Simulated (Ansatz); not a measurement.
Molecule: sum formula HBO, charge 0, multiplicity 1. SMILES: O[B]
Coordinates optimised at B3LYP-D3(BJ)/def2-TZVP (Ansatz, a first-principles code):
```xyz
3

B     -0.2509    -0.5836    -0.6006
O      0.0479     0.2685     0.3281
H      0.8717     0.7704     0.3784
```

Property: vertical triplet-singlet gap (E(triplet) - E(singlet); each state is the SCF solution reached for its spin), in kcal/mol. Correlated levels leave the core frozen unless marked. Open shells are spin-unrestricted. Spin-orbit coupling is left out. Non-relativistic. Basis-set limits of correlation are two-point, X^-3; Hartree-Fock from the larger set.

CCSD(T)/CBS(aug-cc-pVTZ,aug-cc-pVQZ) (Ansatz) gives 72.3 kcal/mol.

### Question
Another calculation gave 68.5 kcal/mol. Which level was it?
(A) B3LYP/def2-TZVPD (Ansatz)
(B) wB97M-V/def2-TZVPD (Ansatz)
(C) PBE0/def2-TZVPD (Ansatz)
(D) r2SCAN/def2-TZVPD (Ansatz)

### Answer
A, B3LYP/def2-TZVPD (Ansatz). The others give 59.2 (r2SCAN), 63.2 (PBE0), 75.5 (wB97M-V) kcal/mol.
